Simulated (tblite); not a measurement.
Parent: `[CH3:1][c:2]1[o:3][cH:4][cH:5][p:6]1`, C4H5OP.

The geometries are computed with GFN2-xTB (gas phase). One conformer each, not checked by frequencies here.

```json
{"coordinate of the parent": "C1–C2", "value": "1.490 Å"}
{"coordinate of the parent": "C2–O3", "value": "1.344 Å"}
{"coordinate of the parent": "O3–C4", "value": "1.335 Å"}
{"coordinate of the parent": "C4–C5", "value": "1.354 Å"}
{"coordinate of the parent": "C5–P6", "value": "1.768 Å"}
{"coordinate of the parent": "C2–P6", "value": "1.719 Å"}
{"coordinate of the parent": "C1–C2–O3", "value": "116.5°"}
{"coordinate of the parent": "C1–C2–P6", "value": "128.5°"}
{"coordinate of the parent": "O3–C2–P6", "value": "115.0°"}
{"coordinate of the parent": "C2–O3–C4", "value": "111.5°"}
{"coordinate of the parent": "O3–C4–C5", "value": "115.4°"}
{"coordinate of the parent": "C4–C5–P6", "value": "110.7°"}
{"coordinate of the parent": "C2–P6–C5", "value": "87.4°"}
```

Problem. How does the shared frame change in `[CH3:1][c:2]1[o:3][cH:4][c:5]([CH:6]2[CH2:7][CH2:8]2)[p:9]1` with C4–C5–C6–C7 143°, C7H9OP? Atoms pair as C1 = C1, C2 = C2, O3 = O3, C4 = C4, C5 = C5, P6 = P9 (parent first).

Solution. 
```json
{"parent": "C1–C2", "relative": "C1–C2", "value in the relative": "1.490 Å", "change": "0.000"}
{"parent": "C2–O3", "relative": "C2–O3", "value in the relative": "1.342 Å", "change": "-0.002"}
{"parent": "O3–C4", "relative": "O3–C4", "value in the relative": "1.339 Å", "change": "+0.004"}
{"parent": "C4–C5", "relative": "C4–C5", "value in the relative": "1.358 Å", "change": "+0.004"}
{"parent": "C5–P6", "relative": "C5–P9", "value in the relative": "1.785 Å", "change": "+0.017"}
{"parent": "C2–P6", "relative": "C2–P9", "value in the relative": "1.717 Å", "change": "-0.002"}
{"parent": "C1–C2–O3", "relative": "C1–C2–O3", "value in the relative": "116.5°", "change": "0.0"}
{"parent": "C1–C2–P6", "relative": "C1–C2–P9", "value in the relative": "128.2°", "change": "-0.3"}
{"parent": "O3–C2–P6", "relative": "O3–C2–P9", "value in the relative": "115.3°", "change": "+0.3"}
{"parent": "C2–O3–C4", "relative": "C2–O3–C4", "value in the relative": "111.4°", "change": "-0.1"}
{"parent": "O3–C4–C5", "relative": "O3–C4–C5", "value in the relative": "115.9°", "change": "+0.5"}
{"parent": "C4–C5–P6", "relative": "C4–C5–P9", "value in the relative": "109.8°", "change": "-0.9"}
{"parent": "C2–P6–C5", "relative": "C2–P9–C5", "value in the relative": "87.5°", "change": "+0.1"}
```

Of the parent's bonds, C5–P6 changes most (+0.017 Å). Bonds of the relative outside the shared frame: C5–C6 1.469, C6–C7 1.505, C7–C8 1.492, C6–C8 1.504 Å.

Problem. How does the shared frame change in `[CH3:1][c:2]1[o:3][c:4]([Cl:5])[cH:6][p:7]1`, C4H4ClOP? Atoms pair as C1 = C1, C2 = C2, O3 = O3, C4 = C4, C5 = C6, P6 = P7 (parent first).

Solution. 
```tsv
parent	relative	value in the relative	change
C1–C2	C1–C2	1.489 Å	-0.001
C2–O3	C2–O3	1.350 Å	+0.006
O3–C4	O3–C4	1.334 Å	-0.001
C4–C5	C4–C6	1.354 Å	0.000
C5–P6	C6–P7	1.770 Å	+0.002
C2–P6	C2–P7	1.717 Å	-0.002
C1–C2–O3	C1–C2–O3	116.3°	-0.2
C1–C2–P6	C1–C2–P7	128.7°	+0.2
O3–C2–P6	O3–C2–P7	115.0°	0.0
C2–O3–C4	C2–O3–C4	110.9°	-0.6
O3–C4–C5	O3–C4–C6	116.3°	+0.9
C4–C5–P6	C4–C6–P7	110.0°	-0.7
C2–P6–C5	C2–P7–C6	87.7°	+0.3
```

Of the parent's bonds, C2–O3 changes most (+0.006 Å). Bonds of the relative outside the shared frame: C4–Cl5 1.711 Å. Point group Cs → Cs.
